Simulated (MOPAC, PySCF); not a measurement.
CH6OSi2, SMILES `C=[Si](O)[SiH3]` (Si–Si–O–H torsion 180°), neutral singlet in the gas phase. 

Cartesian coordinates (Å):
```xyz
10

C     -1.5445    -0.9261    -0.6353
Si    -0.4890     0.2583    -0.0248
O     -0.9195     1.7966     0.3740
Si     1.7763    -0.0621     0.3690
H     -2.6021    -0.7939    -0.8245
H     -1.1491    -1.9086    -0.8628
H     -1.8382     2.0585     0.2572
H      2.0883     0.1609     1.7997
H      2.0964    -1.4582    -0.0042
H      2.5813     0.8747    -0.4483
```
Charge 0, multiplicity 1.

All levels are single points at this geometry (B3LYP-D3(BJ)/def2-TZVP); Pople sets use spherical d functions. Orbital energies aren't observables, and empty levels follow the basis.

```json
[
 {"level": "PBE-D3(BJ)/def2-TZVP in PySCF", "HOMO (eV)": "-5.16", "LUMO (eV)": "-1.71", "gap (eV)": "3.45", "dipole (D)": "0.83", "vertical IE, Delta-SCF (eV)": "8.10"},
 {"level": "TPSSh-D3(BJ)/def2-TZVP in PySCF", "HOMO (eV)": "-5.59", "LUMO (eV)": "-1.27", "gap (eV)": "4.32", "dipole (D)": "0.82", "vertical IE, Delta-SCF (eV)": "7.99"},
 {"level": "B3LYP/3-21G in PySCF", "HOMO (eV)": "-5.62", "LUMO (eV)": "-0.42", "gap (eV)": "5.20", "dipole (D)": "0.83", "vertical IE, Delta-SCF (eV)": "–"},
 {"level": "B3LYP/6-311+G** in PySCF", "HOMO (eV)": "-6.02", "LUMO (eV)": "-1.05", "gap (eV)": "4.97", "dipole (D)": "0.57", "vertical IE, Delta-SCF (eV)": "–"},
 {"level": "HF/6-31G* in PySCF", "HOMO (eV)": "-8.11", "LUMO (eV)": "2.69", "gap (eV)": "10.81", "dipole (D)": "0.61", "vertical IE, Delta-SCF (eV)": "6.60"},
 {"level": "PM7 in MOPAC", "HOMO (eV)": "-9.39", "LUMO (eV)": "-0.93", "gap (eV)": "8.46", "dipole (D)": "1.79", "vertical IE, Delta-SCF (eV)": "–"}
]
```
